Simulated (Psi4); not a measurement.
Psi4 input (wB97X-D/6-311+G**):

```
memory 1500 MB

molecule {
1 2
B    -0.00000000   -0.00000000   -0.57608000
O    -0.00000000   -0.00000000   -1.85962100
Cl    0.00000000    0.00000000    1.04455100
symmetry c1
no_reorient
no_com
}

set {
  basis 6-311+G**
  reference uks
  scf_type pk
  dft_radial_points 99
  dft_spherical_points 590
  e_convergence 1e-8
  d_convergence 1e-7
  maxiter 150
}

e = energy('wb97x-d')
print_out(f'\nFINAL {e:.10f} DIPOLE {variable("CURRENT DIPOLE")[0]:.6f} {variable("CURRENT DIPOLE")[1]:.6f} {variable("CURRENT DIPOLE")[2]:.6f}\n')
```

From the output:

```
  HONO-1 :   14  A 1.9960486
  HONO-0 :   15  A 1.0000000
  LUNO+0 :   16  A 0.0039514
  LUNO+1 :   17  A 0.0008000
  LUNO+2 :   18  A 0.0004292
  LUNO+3 :   19  A 0.0001530

Computation Completed

Properties will be evaluated at   0.000000,   0.000000,   0.000000 [a0]

Properties computed using the SCF density matrix

 Multipole Moments:

 ------------------------------------------------------------------------------------
     Multipole            Electronic (a.u.)      Nuclear  (a.u.)        Total (a.u.)
 ------------------------------------------------------------------------------------

 L = 1.  Multiply by 2.5417464519 to convert [e a0] to [Debye]
 Dipole X            :          0.0000000            0.0000000            0.0000000
 Dipole Y            :         -0.0000000            0.0000000           -0.0000000
 Dipole Z            :          0.0382328           -0.0000019            0.0382309
 Magnitude           :                                                    0.0382309

 ------------------------------------------------------------------------------------

FINAL -559.8966005361 DIPOLE 0.000000 -0.000000 0.038231

*** Psi4 exiting successfully. Buy a developer a beer!
```

The dipole moment of an ion depends on the origin.

The geometry given is a B3LYP-D3(BJ)/def2-TZVP minimum.
